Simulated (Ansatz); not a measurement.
# CCSD(T) forces

SbNH$_{3}$ (charge -1), singlet, displaced at random from a GFN2-xTB minimum.

N1  (0.904, -0.678, 0.529)
Sb2  (-0.463, 0.585, 0.380)
H3  (0.697, -1.472, 1.253)
H4  (-1.514, -0.108, -1.477)
H5  (0.472, 1.660, -0.592)
(Å)

Ansatz 0.2.0; basis: def2-TZVPPD; cores frozen in the correlated methods. Filled d shells of the heavier atoms are correlated. Core potentials replace the inner electrons of the atoms past krypton. The def2 sets are not built for correlating such inner shells, so the correlated values are less sure here.

CCSD(T) forces from the calculation:
| atom | Fx | Fy | Fz (eV/Å) |
| --- | --- | --- | --- |
| N1 | 1.891 | -3.419 | 1.838 |
| Sb2 | -2.442 | 0.843 | -1.375 |
| H3 | 0.112 | 1.894 | -1.518 |
| H4 | 0.537 | 0.633 | 1.138 |
| H5 | -0.097 | 0.048 | -0.083 |

Problem. Which atom feels the largest CCSD(T) force, and how large is it?

Solution. N1, 4.32 eV/Å, along (0.44, -0.79, 0.43).

Root-mean-square difference of the force components from those of CCSD(T): PBE0-D4 0.146; wB97M-V 0.188; r2SCAN-D4 0.093; PBE-D4 0.218; SPW92 0.199; B97M-V 0.172 eV/Å.

The T1 diagnostic stays at or below 0.021. These are differences at one structure, and CCSD(T) in triple zeta is itself an approximation.

For scale, one of the runs: CCSD(T)/def2-TZVPPD forces, 144 basis functions (an equivalent command: `ansatz run in.yaml --threads 4`). Hardware: 4 CPU threads, shared host. Wall time 60 s; peak host memory 1.8 GiB.
